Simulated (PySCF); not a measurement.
Species: C₇H₉NOS.
SMILES with atom numbers: `[CH2:1]=[C:2]1[C@@H:3]([C:4]#[N:5])[C@H:6]([CH3:7])[CH2:8][S@@:9]1=[O:10]`

Cartesian coordinates in Å at the GFN2-xTB level; atoms count from 1:
```
atom  x, y, z in Å
C1     2.0786   -1.4144    0.4864
C2     1.1262   -0.6571   -0.0181
C3     0.6389    0.6647    0.5079
C4     1.4577    1.7121   -0.0606
N5     2.0963    2.5331   -0.5341
C6    -0.8243    0.8176    0.0490
C7    -1.7465   -0.0401    0.9094
C8    -0.8364    0.3547   -1.4010
S9     0.2038   -1.1803   -1.5169
O10   -0.6213   -2.3106   -1.0847
H11    2.6196   -1.1499    1.3815
H12    2.3422   -2.3485    0.0209
H13    0.7262    0.7164    1.5987
H14   -1.1311    1.8683    0.1154
H15   -2.7778    0.0831    0.5863
H16   -1.6799    0.2504    1.9559
H17   -1.4848   -1.0919    0.8198
H18   -1.8340    0.1188   -1.7635
H19   -0.3632    1.0828   -2.0596
```

NICS = −σ at a ghost point: NICS(0) at the centroid of the ring atoms, NICS(1) 1 Å to either side along the normal of their mean plane, zz for the tensor component along that normal. Level: GIAO PBE0/pcSseg-1 (PySCF, non-relativistic, gas phase) on the GFN2-xTB geometry, one conformer.

Ring bond lengths (Å), with Mayer bond orders in brackets: C2–C3 1.504 (0.94), C3–C6 1.541 (0.97), C6–C8 1.522 (0.98), C8–S9 1.858 (0.87), S9–C2 1.836 (0.85).

**Question.** Give the NICS values of each ring in ppm.

**Answer.** 
| ring | type | NICS(0) | NICS(1), two faces | NICS(1)zz, two faces | rms pucker (Å) | centre to ring atoms, mean (Å) |
| --- | --- | --- | --- | --- | --- | --- |
| C2–C3–C6–C8–S9 | 5-membered ring with S; formal bonds all single | -3.5 | -2.0 / -4.5 | -4.5 / -5.5 | 0.19 | 1.38 |

**Question.** What do they say, and how far can they be read as aromaticity?

**Answer.** 
- C2–C3–C6–C8–S9: mean NICS(1)zz -5.0 ppm, shielded. C3, C6, C8 have four or more neighbours, so the value isn't read as a sign of a π ring current.

**Question.** List the ring angles and the Hirshfeld charges of the ring atoms.

**Answer.** 
- C2–C3–C6–C8–S9: C2 111.9° (-0.015 e), C3 106.9° (-0.008 e), C6 105.1° (-0.015 e), C8 107.8° (-0.083 e), S9 89.7° (+0.337 e); sum 521.5° against 540° for a flat convex ring.

**Question.** What are the shieldings of the ring atoms and their hydrogens in the same run (means over atoms taken as equivalent)?

**Answer.** 
```json
{"atoms": "C2", "environment": "fully substituted alkene carbon", "σ isotropic (ppm)": "15.8", "principal values of the symmetric part, first atom (ppm)": "-90.0, 33.6, 103.9"}
{"atoms": "C3", "environment": "sp3 carbon next to a nitrile", "σ isotropic (ppm)": "143.2", "principal values of the symmetric part, first atom (ppm)": "124.2, 145.8, 159.5"}
{"atoms": "C6", "environment": "sp3 CH carbon", "σ isotropic (ppm)": "140.0", "principal values of the symmetric part, first atom (ppm)": "119.4, 144.7, 155.8"}
{"atoms": "C8", "environment": "sp3 carbon bound to sulfur", "σ isotropic (ppm)": "123.0", "principal values of the symmetric part, first atom (ppm)": "90.3, 121.5, 157.1"}
{"atoms": "S9", "environment": "sulfinyl sulfur", "σ isotropic (ppm)": "129.3", "principal values of the symmetric part, first atom (ppm)": "-23.2, 91.8, 319.3"}
{"atoms": "H13", "environment": "methine hydrogen", "σ isotropic (ppm)": "28.18", "principal values of the symmetric part, first atom (ppm)": "24.8, 27.3, 32.4"}
{"atoms": "H14", "environment": "methine hydrogen", "σ isotropic (ppm)": "28.73", "principal values of the symmetric part, first atom (ppm)": "24.8, 26.8, 34.5"}
{"atoms": "H18", "environment": "methylene hydrogen", "σ isotropic (ppm)": "28.91", "principal values of the symmetric part, first atom (ppm)": "25.5, 27.3, 33.9"}
{"atoms": "H19", "environment": "methylene hydrogen", "σ isotropic (ppm)": "28.67", "principal values of the symmetric part, first atom (ppm)": "24.9, 27.8, 33.3"}
```
